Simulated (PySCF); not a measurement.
Mayer bond orders and bond lengths

Species: C5H6N2Si.
SMILES with atom numbers: `[CH3:1][C:2]#[C:3]/[CH:4]=[N:5]/[SiH2:6][C:7]#[N:8]` (hydrogens: H9, H10, H11 on C1; H12 on C4; H13, H14 on Si6)

Geometry (GFN2-xTB, Å), atoms numbered from 1 in this order:
```
atom  x, y, z in Å
C1    -3.1834   -1.6841    0.7862
C2    -2.0631   -0.8708    0.3900
C3    -1.1292   -0.1884    0.0487
C4    -0.0376    0.6102   -0.3468
N5     0.9809    0.7519    0.3828
Si6    2.4593    1.5972    0.2764
C7     3.7154    0.2183    0.3937
N8     4.5135   -0.6001    0.4580
H9    -3.3515   -2.4667    0.0465
H10   -2.9906   -2.1435    1.7547
H11   -4.0808   -1.0694    0.8544
H12   -0.1578    1.0906   -1.3289
H13    2.7985    2.3429   -0.9438
H14    2.5258    2.4115    1.4861
```

Bond orders from the PBE0/pcSseg-1 density (PySCF). One conformer (not necessarily the lowest) at the GFN2-xTB geometry, without solvent, vibrations or thermal averaging. GFN2-xTB frequencies show an imaginary mode (40i cm⁻¹), so this geometry is no minimum at that level.

Task: How far do the computed orders between heavy atoms stray from the drawn ones?

Result: The largest departure is 0.727, at C2–C3 (drawn triple, 2.273). Drawn single, order above 1.12: C1–C2 (1.227) and C3–C4 (1.169). Drawn single, order below 0.88: Si6–C7 (0.817). Drawn double or triple, more than 0.30 short of the drawn order: C2–C3 (2.273).

Task: Set the Mayer orders of the bonds beside their lengths.

Result: 
| bond | drawn as | length (Å) | Mayer order |
| --- | --- | --- | --- |
| C1–C2 | single | 1.440 | 1.227 |
| C2–C3 | triple | 1.206 | 2.273 |
| C3–C4 | single | 1.409 | 1.169 |
| C4–N5 | double | 1.261 | 1.897 |
| N5–Si6 | single | 1.706 | 1.034 |
| Si6–C7 | single | 1.869 | 0.817 |
| C7–N8 | triple | 1.145 | 2.941 |
| C1–H9 | single | 1.090 | 0.922 |
| C1–H10 | single | 1.089 | 0.926 |
| C1–H11 | single | 1.090 | 0.921 |
| C4–H12 | single | 1.100 | 0.913 |
| Si6–H13 | single | 1.470 | 0.897 |
| Si6–H14 | single | 1.460 | 0.932 |

Bonds between the same two heavy elements. C–C: lowest C3–C4 (1.169, 1.409 Å), highest C2–C3 (2.273, 1.206 Å); in 1 of the 3 pairs the longer bond (by over 0.003 Å) has the higher order (by 0.02 or more). C–N: lowest C4–N5 (1.897, 1.261 Å), highest C7–N8 (2.941, 1.145 Å).

Task: Sum the orders of all bonds at each heavy atom with more than one neighbour and set the sums beside the valence in the SMILES.

Result: C1 3.996 (drawn 4), C2 3.500 (drawn 4), C3 3.442 (drawn 4), C4 3.979 (drawn 4), N5 2.931 (drawn 3), Si6 3.680 (drawn 4), C7 3.758 (drawn 4). Orders between atoms that aren't bonded are not in these sums.

For a closed shell the Mayer order of atoms A and B is Σ (PS)μν (PS)νμ over the basis functions μ on A and ν on B, with P the density and S the overlap matrix.

The run behind these numbers computed NMR shieldings as well. Time: 51 s of wall time (grids of density and orbitals included); peak memory 0.74 GiB. Hardware: an Arm Neoverse N1 with one thread, no GPU, shared host with 64 logical CPUs at a one-minute load of 61.
